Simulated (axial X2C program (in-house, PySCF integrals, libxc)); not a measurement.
**TbO⁻: the levels of the configuration f9 s1**

Computed with an in-house all-electron X2C program for linear molecules (integrals from PySCF): two-component X2C with atomic mean-field Coulomb and Gaunt terms, basis Tb dyall-v3z, O dyall-av3z (cores contracted in-house). Orbitals come from Hartree–Fock averaged over the configuration Tb f9 s1; CI then distributes these electrons over the f, s shells of Tb. The speed of light was multiplied by 100, so these are model numbers.

R = 1.944 Å (near the minimum of the configuration average).

Lowest levels of this model:

```tsv
Ω	energy (cm⁻¹)	g∥	configuration
8	0	22.01	100% f9 s1
7	0	18.01	100% f9 s1
6	0	14.00	100% f9 s1
5	0	10.00	100% f9 s1
4	1	6.00	100% f9 s1
3	1	1.99	100% f9 s1
2	1	2.01	100% f9 s1
7	400	18.01	100% f9 s1
6	400	14.00	100% f9 s1
5	400	10.00	100% f9 s1
4	400	6.00	100% f9 s1
3	401	1.99	100% f9 s1
7	746	20.01	100% f9 s1
6	746	16.01	100% f9 s1
5	746	12.00	100% f9 s1
4	746	8.00	100% f9 s1
3	747	4.00	100% f9 s1
2	747	0.01	100% f9 s1
1	747	4.01	100% f9 s1
6	1115	16.01	100% f9 s1
5	1116	12.00	100% f9 s1
4	1116	8.00	100% f9 s1
3	1116	4.00	100% f9 s1
2	1116	0.01	100% f9 s1
2	1185	2.00	100% f9 s1
1	1185	2.01	100% f9 s1
0	1185	5.97	100% f9 s1
0	1185	5.97	100% f9 s1
1	1373	0.00	100% f9 s1
0	1373	0.03	100% f9 s1
```

g∥ is the magnitude of 2⟨Lz + ge Sz⟩ for the +Ω component.

(1) From Ω and g∥ of the lowest level, whose 2⟨Lz + ge Sz⟩ is positive, find ⟨Sz⟩ and ⟨Lz⟩ (ge = 2.0023).

Occupations of the active spinors in the lowest level by ω, shell by shell in order of energy: -7/2: 0.00; -5/2: 1.00 0.00; -3/2: 1.00 0.00; -1/2: 1.00 0.00 0.00; 1/2: 0.00 1.00 1.00; 3/2: 1.00 1.00; 5/2: 1.00 1.00; 7/2: 1.00. The leading determinant has weight 1.00 among 106.

This point took 3.9 s on 1 thread of Arm Neoverse N1, with other jobs on the host.

There is no dynamic correlation: spin–orbit spacings and, for f shells, spacings inside one term are the most reliable numbers, splittings between terms come out too wide, and energies between configurations are not reliable, so the lowest level need not be the ground state of the molecule. At most 4 roots were kept for each Ω > 0 (twice that for Ω = 0) within 2.2 eV of the lowest, so higher up levels can be missing between those listed; levels with Ω > 0 are doubly degenerate and listed once, Ω = 0 levels singly. For an anion, levels above electron detachment are held by the basis set.

## Answers

(1) Ω = ⟨Lz⟩ + ⟨Sz⟩ = 8 and ⟨Lz⟩ + ge⟨Sz⟩ = 11.005, so ⟨Sz⟩ = 3.00 and ⟨Lz⟩ = 5.00.
